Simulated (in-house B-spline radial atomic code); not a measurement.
A calculation on Co III (Co2+): its settings, and results tabulated from the run. Computed with an all-electron radial atomic-structure program (B-spline basis): non-relativistic B3LYP, spherical fractional occupations, point nucleus, inside a hard spherical wall at 5.42 bohr.

Command:
```bash
python run_scf.py task.json out
```
Settings:
```
Z                27
configuration    [Ar] 3d7
hamiltonian      nr
method           b3lyp
spin_polarised   False
wall_radius      5.42
```

Output (hartree, bohr):
```
 radial grid: 43 intervals, B-splines of order 8, outer radius 5.42 bohr

 iter        energy (Eh)    residual
    1       -1370.288476    4.38e-01
    2       -1372.675691    6.32e-01
    3       -1381.353355    6.99e-02
    4       -1381.561996    2.87e-02
    5       -1381.569812    1.30e-02
    6       -1381.572714    7.44e-03
    7       -1381.574583    2.65e-04
    8       -1381.574585    3.18e-05
    9       -1381.574585    4.00e-07
   10       -1381.574585    1.87e-08

 total energy                     -1381.57458
 kinetic                            1380.4038
 electron-nucleus                  -3274.5883
 Hartree                             571.1391
 exact exchange                      -11.2979
 exchange-correlation                -47.2313

 orbital      occ     eigenvalue          <r>       <r^2>       <1/r>     <1/r^3>     <1/r^2>       r_max
 1s         2.000      -278.3424    0.0569078  0.00434144     26.5123           -     1414.63      0.0375
 2s         2.000       -33.6602     0.258495   0.0787935     5.71232           -     133.652      0.2159
 2p         6.000       -29.3024     0.226118   0.0627183     5.66448     527.976     43.9671      0.1732
 3s         2.000        -4.5607     0.782985    0.707738     1.80244           -     19.9684      0.6762
 3p         6.000        -3.2390     0.819598    0.792119     1.67591     65.7646     6.18475      0.6817
 3d         7.000        -1.0423      1.01903     1.34907     1.31208      6.0401     2.36319      0.6682
```

Time taken, with all properties: 0.07 s on 1 thread of Arm Neoverse V1, with other jobs on the host.

Caution: exact exchange at fractional occupations of open shells leaves self-interaction of up to several eV.
